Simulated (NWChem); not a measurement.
Molecule: CH2N, doublet; SMILES C=[N]

Computed with NWChem. Spin-unrestricted. In the optimisation the excess spin sits in b2 (C2v, its own frame). Structure relaxed at the PBE-D3(BJ)/def2-SVP, spin-unrestricted level. No stability test was run on the SCF state. Level: M06-2X/def2-SVP with SMD (1 M gas to 1 M solution), gas-phase geometry. Reactions with the solvent are ignored.

Problem. Estimate the computed values for solvent dimethyl sulfoxide. Quantities: solvation free energy (kcal/mol); cavity-dispersion-structure term (kcal/mol); dipole in solution (D).

Solution. 
```yaml
solvation free energy (kcal/mol): -1.9
cavity-dispersion-structure term (kcal/mol): 2.8
dipole in solution (D): 3.12
```
